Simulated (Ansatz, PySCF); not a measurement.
System: BNH3, charge 0, doublet. BNH3 (SMILES B[NH], doublet).
B3LYP-D3(BJ)/def2-TZVP minimum from Ansatz (a program for electronic structure):
```
B
N 1 1.3287
H 2 0.9996 1 163.55
H 1 1.2007 2 121.70 3 180.00
H 1 1.2080 4 119.29 2 -180.00
```
Charge 0, spin multiplicity 2.

Atomisation energy term by term, kcal/mol (programs: Ansatz). Radicals and triplets start from unrestricted determinants; spin-orbit coupling is neglected. Correlated methods leave the cores frozen. Rows without X2C or -DK are non-relativistic. CBS(X,Y): correlation extrapolated as X^-3, Hartree-Fock from the larger set. A bracket is a step between two methods taken in the basis named. '+ core + X2C': CCSD(T) terms for core correlation (cc-pwCVTZ) and scalar relativity (cc-pVTZ-DK). For partners of very few electrons the exact lower level stands in for a higher one.

| term | basis | kcal/mol |
|---|---|---|
| Hartree-Fock | cc-pVQZ | 277.53 |
| CCSD correlation | CBS(cc-pVTZ,cc-pVQZ) | 93.98 |
| (T) | CBS(cc-pVTZ,cc-pVQZ) | 5.54 |
| CCSDT(Q) - CCSD(T) | cc-pVTZ | 0.59 |
| CCSDTQ - CCSDT(Q) | cc-pVDZ | -0.03 |
| core correlation | cc-pwCVTZ | 1.99 |
| scalar relativity | X2C, cc-pVTZ-DK | -0.29 |
| minus zero-point energy | Hessian by PySCF at B3LYP-D3(BJ)/def2-TZVP | -19.06 |
| sum: D0 |  | 360.2 |

The step beyond CCSD(T) by other levels: CCSDTQ in cc-pVDZ 0.66; CCSDT(Q) in cc-pVDZ 0.69 kcal/mol.
